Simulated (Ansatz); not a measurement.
```yaml
crystal:
  periodic: [false, false, false]
  atoms:
    - {symbol: O, position_ang: [-1.114047, 1.317527, 0.701619]}
    - {symbol: Hf, position_ang: [-0.003517, 0.383058, -0.299524]}
    - {symbol: O, position_ang: [1.854024, -0.002131, 0.784239]}
    - {symbol: O, position_ang: [-0.789977, -1.431281, -0.572550]}
    - {symbol: F, position_ang: [0.478975, 1.089511, -2.104662]}
    - {symbol: H, position_ang: [-1.427062, 1.957844, 1.178451]}
    - {symbol: H, position_ang: [2.423410, -0.579979, 1.231372]}
    - {symbol: H, position_ang: [-1.382635, -2.145315, -0.576853]}
basis:
  gaussian: {orbitals: def2-mTZVPP, fitting: {mean_field: def2-universal-jkfit}}
hamiltonian: {xc: {name: PBE}, dispersion: d4}
relax: {f_tol: 0.0001, max_steps: 3}
output: {forces: true}
```

```sh
$ ansatz run in.yaml --threads 4 --pin off --events-out ev --progress --plain --max-ram 10444MiB
```

Shortened log:

```
Functional definition: PBE
589 factors; integrals over basis functions are off by at most 1.6e0 eV
mean field evaluation 1: about -10191.7078 eV, gradient 1.2e2 eV
mean field evaluation 2: about -9929.9436 eV, gradient 3.4e2 eV
mean field evaluation 4: about -10211.4711 eV, gradient 4.7e1 eV
mean field evaluation 8: about -10214.8308 eV, gradient 5.8e-1 eV
mean field evaluation 16: about -10214.8309 eV, gradient 5.1e-5 eV
mean field -10214.83088384 eV, -375.3881111200 hartree, gradient 5.1e-5 eV, S^2 0.000000; 0 other end points of the search recorded, 0 dependent functions left out
reference -10214.83092226 eV, -375.3881125319 hartree; 24, 24 occupied and 123, 123 virtual orbitals, 589 factors
relax step   1: F+E_penalty+E_count = -10214.95455098 eV  Δ(F+E_penalty+E_count) = +0.000e0 eV  max|allowed force component| = 6.878e0 eV/Å  Δτ_max = 0.0000 Å  (28 SCF iters, accepted)
589 factors; integrals over basis functions are off by at most 1.6e0 eV
mean field -10216.35396160 eV, -375.4440831952 hartree, gradient 2.4e-5 eV, S^2 0.000000; 0 other end points of the search recorded, 0 dependent functions left out
reference -10216.35399978 eV, -375.4440845983 hartree; 24, 24 occupied and 123, 123 virtual orbitals, 589 factors
relax step   2: F+E_penalty+E_count = -10216.48039330 eV  Δ(F+E_penalty+E_count) = -1.526e0 eV  max|allowed force component| = 1.371e0 eV/Å  Δτ_max = 0.1984 Å  (32 SCF iters, accepted)
589 factors; integrals over basis functions are off by at most 1.6e0 eV
mean field -10216.42566393 eV, -375.4467182075 hartree, gradient 7.8e-6 eV, S^2 0.000000; 0 other end points of the search recorded, 0 dependent functions left out
reference -10216.42570227 eV, -375.4467196162 hartree; 24, 24 occupied and 123, 123 virtual orbitals, 589 factors
relax step   3: F+E_penalty+E_count = -10216.55029382 eV  Δ(F+E_penalty+E_count) = -6.990e-2 eV  max|allowed force component| = 1.936e-1 eV/Å  Δτ_max = 0.0814 Å  (30 SCF iters, accepted)
Error: geometry relaxation did not converge after 3 steps: max|allowed force component| = 1.94e-1 eV/Å (threshold 1.0e-4). Raise `relax.max_steps` over both its present limit and 3, loosen `relax.f_tol`, or start from a geometry closer to equilibrium. Where this run's directory can be resumed (`checkpoint.write`), a resume goes on for up to `relax.max_steps` more
```

(1) Something in this input is off. What?

Results:

(1) The relaxation is allowed too few steps for its threshold. The calculation stopped without meeting its thresholds.
